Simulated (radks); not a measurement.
The numbers below are computed, except where a source is named.
Q: These are the eigenvalues of the occupied orbitals of an atom or ion with whole-number occupations (hartree). Code: a radial shooting solver on a logarithmic mesh with Libxc functionals. Model: Dirac Kohn-Sham, PBE, spin-unpolarised, spherical densities, finite nucleus; Fermi nuclear charge, rms radius of each element as measured or else 0.836 A^(1/3) + 0.57 fm.

| orbital | eigenvalue |
|---|---|
| 1s1/2 | -432.4379 |
| 2s1/2 | -56.47336 |
| 2p1/2 | -50.65661 |
| 2p3/2 | -49.31239 |
| 3s1/2 | -8.83845 |
| 3p1/2 | -6.88195 |
| 3p3/2 | -6.69691 |
| 3d3/2 | -3.34522 |
| 3d5/2 | -3.31801 |
| 4s1/2 | -2.09353 |

Which element is it, and in what charge state? The configuration may be excited. Open shells, if any, fill j = l - 1/2 first.

A: Z = 33, arsenic, charge +4: As4+ in [Ar] 3d10 4s1. The list shows which subshells hold electrons but not how many an open one holds; the 1s level, -432.44 hartree, gives Z - s = 29.4 by -(Z - s)^2/2, which with screening and relativity narrows Z to a few neighbours, and the depths of the outer levels then fix element, charge and occupations together.
